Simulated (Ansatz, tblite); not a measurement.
Forces on Mo(NH)2F2 (MoN2F2H2) at its PBE-D4/def2-SVP geometry. The state is a singlet with charge 0.

In the def2 sets Mo takes a core potential; there is no spin–orbit coupling. The xTB rows come from tblite. The restricted singlet is unstable towards broken spin symmetry in Hartree–Fock (as tested in another run); at r2SCAN-D4/def2-TZVP this wasn't settled.

GFN1-xTB (tblite), largest force 1.42 eV/Å:

```xyz
7
positions Å, forces eV/Å
Mo   -0.475    0.078    0.270   -1.145    0.189    0.651
N     0.026    0.925   -1.158    0.481    0.112   -0.508
H     0.667    1.149   -1.928   -0.557    0.027    0.396
N     0.761   -1.055    0.710    0.632   -0.293   -0.126
H     1.663   -1.533    0.602   -0.608    0.164    0.267
F    -2.018   -0.892   -0.151    1.139    0.762    0.360
F    -0.624    1.328    1.654    0.057   -0.961   -1.041
```

GFN2-xTB (tblite), largest force 0.89 eV/Å:

```
Mo -0.763 0.126 0.433
N 0.502 0.007 -0.396
H -0.471 0.066 0.282
N 0.574 -0.183 -0.217
H -0.481 0.089 0.260
F 0.578 0.359 0.154
F 0.061 -0.465 -0.516
```

r2SCAN-D4/def2-TZVP (Ansatz), largest force 0.60 eV/Å:

```
Mo 0.396 -0.066 -0.226
N 0.121 0.007 -0.102
H -0.322 -0.183 0.473
N 0.143 -0.049 -0.049
H -0.509 0.319 -0.001
F 0.193 0.158 0.091
F -0.023 -0.186 -0.188
```
